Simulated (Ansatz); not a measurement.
`O[Si@H](F)C[Si@H](O)F` + CH₃OH → `CO[SiH](O)F` + `C[SiH](O)F`  (ligand exchange at the Si–C bond)

Program: Ansatz. Geometries: PBE0-D4/def2-TZVP. ΔE: electronic, gas phase. CBS: MP2 limit from def2 TZ/QZ plus the TZ coupled-cluster correction, frozen cores. This one scheme is used for every species. DFT in def2-TZVPP. B3LYP here is the variant with VWN-RPA as its local correlation; programs differ in this. Each species was taken in one conformer, which may not be the lowest.

| level | ΔE (kJ/mol) | difference from CCSD(T)/CBS |
| --- | --- | --- |
| PBE-D4 | -80.3 | 12.2 |
| r2SCAN-D4 | -92.3 | 0.2 |
| PBE0-D4 | -83.9 | 8.6 |
| B3LYP-D4 | -93.8 | -1.3 |
| ωB97X-V | -91.5 | 1.0 |
| ωB97M-V | -90.5 | 2.0 |
| B2PLYP | -99.9 | -7.4 |
| PBE | -85.1 | 7.4 |
| r2SCAN | -93.6 | -1.1 |
| PBE0 | -88.3 | 4.2 |
| B3LYP | -101.6 | -9.1 |
| HF/def2-TZVPP | -117.4 | -24.9 |
| MP2/def2-TZVPP | -93.6 | -1.1 |
| SCS-MP2/def2-TZVPP | -98.3 | -5.8 |
| CCSD/def2-TZVPP | -96.4 | -3.9 |
| CCSD(T)/def2-TZVPP | -93.0 | -0.5 |
| HF/def2-QZVPP | -119.2 | -26.7 |
| MP2/def2-QZVPP | -94.0 | -1.5 |
| SCS-MP2/def2-QZVPP | -98.7 | -6.2 |
| HF/CBS(def2) | -119.4 | -26.9 |
| MP2/CBS(def2) | -93.1 | -0.6 |
| CCSD/CBS(def2) | -95.9 | -3.4 |
| CCSD(T)/CBS | -92.5 | 0 |

Largest T1 diagnostic among the species: 0.012.

The D4 term adds +7.8 kJ/mol with B3LYP and +4.4 kJ/mol with PBE0; it sums over pairs of atoms, weighted by their polarisabilities, and B3LYP, whose exchange is more repulsive, gets the larger term. From PBE to PBE0 (25 % exact exchange), in def2-TZVPP and without D4, ΔE moves by −3.1 kJ/mol. In def2-TZVPP, CCSD(T) changes the Hartree–Fock value by +24.4 kJ/mol (the triples alone add +3.5 kJ/mol) and MP2 by +23.8 kJ/mol.
